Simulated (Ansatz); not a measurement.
`[NH]1[SiH2][GeH2]1`. The species carries charge 0 and has multiplicity 1.

```xyz
8

N    -0.942    0.295   -0.063
Si   -0.085   -0.990    0.651
Ge    0.807    0.727   -0.578
H    -1.872    0.658   -0.176
H     0.007   -1.062    2.135
H    -0.264   -2.366    0.113
H     1.317    2.052    0.017
H     1.032    0.685   -2.100
```

(1) List the harmonic frequencies (cm⁻¹, unscaled) at PBE0-D4/def2-TZVP in Ansatz. (Best estimate.)

(2) Is this a minimum?

(3) Give the ideal-gas thermochemistry at 298.15 K and 1 bar (rigid rotor, harmonic oscillator; point group Cs, symmetry number 1).

(4) And at 400, 500, 600, 800 and 1000 K?

Results:

(1) The calculation gave: 104, 396, 458, 476, 486, 589, 654, 660, 766, 864, 907, 962, 995, 2131, 2134, 2201, 2206, 3668.

(2) Yes, all 18 modes are real.

(3) Zero-point energy 123.6 kJ/mol; H(298) − E = 140.0 kJ/mol; entropy 308.5 J/(mol·K), of which translation 168.5, rotation 104.6, vibration 35.4; G(298) − E = 48.0 kJ/mol.

(4) 
```tsv
T (K)	H − E (kJ/mol)	S (J/mol/K)	G − E (kJ/mol)
400	149.8	336.6	15.1
500	160.8	361.2	-19.8
600	173.0	383.4	-57.0
800	199.7	421.7	-137.6
1000	228.8	454.1	-225.3
```
